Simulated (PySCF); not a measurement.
# A series of derivatives of FB(F)[SiH3]

Parent skeleton `[F:1][B:2]([F:3])[SiH3:4]`; one hydrogen on atom 4 is replaced by X. Hydrogens on one atom are averaged.

Theory: PBE0-D3(BJ)/def2-SVP structure, NMR shieldings at PBE0/pcSseg-1/GIAO, in PySCF 2.14.0 with density-fitted response routines (non-relativistic, one computed conformer, no solvent model, fast rotation and ring inversion assumed for equivalent nuclei).

Referencing at the same level of theory: CFCl3 for ¹⁹F; ¹¹B against BF3·OEt2; ²⁹Si and ¹H against TMS.

Parent (X = H): F1/F3 -9.3, B2 31.1, Si4 -115.4, H(Si4) 3.45 ppm. Effects are Δδ = δ(X) − δ(H), positive for deshielding.

Question: Give Δδ (ppm) for X = C(S)CH3, CH2OCH3, CHF2, CF=CF2, propynyl, CH=NMe, BCl2.

Answer: 
```
       X                 SMILES  F1/F3    B2    Si4  H(Si4)
 C(S)CH3      CC(=S)[SiH2]B(F)F  -11.9  -1.7  +46.3   +1.12
 CH2OCH3         COC[SiH2]B(F)F   -9.9  -0.3  +40.8   +0.28
    CHF2       FB(F)[SiH2]C(F)F   -4.5  -1.1  +37.2   +0.44
  CF=CF2  FB(F)[SiH2]C(F)=C(F)F   -7.3  -1.1  +27.1   +0.81
propynyl        CC#C[SiH2]B(F)F  -10.2  -2.0  +10.1   +0.62
  CH=NMe      C/N=C\[SiH2]B(F)F   -8.7  -0.8  +12.6   +0.47
    BCl2     FB(F)[SiH2]B(Cl)Cl   +1.6  +0.0  +13.6   +0.17
```

Question: Which position responds most, and to which substituents?

Answer: Si4: from +10.1 ppm with propynyl to +46.3 ppm with C(S)CH3.

Unscaled 19F shifts against computed CFCl3 carry errors that often reach 10 to 50 ppm.
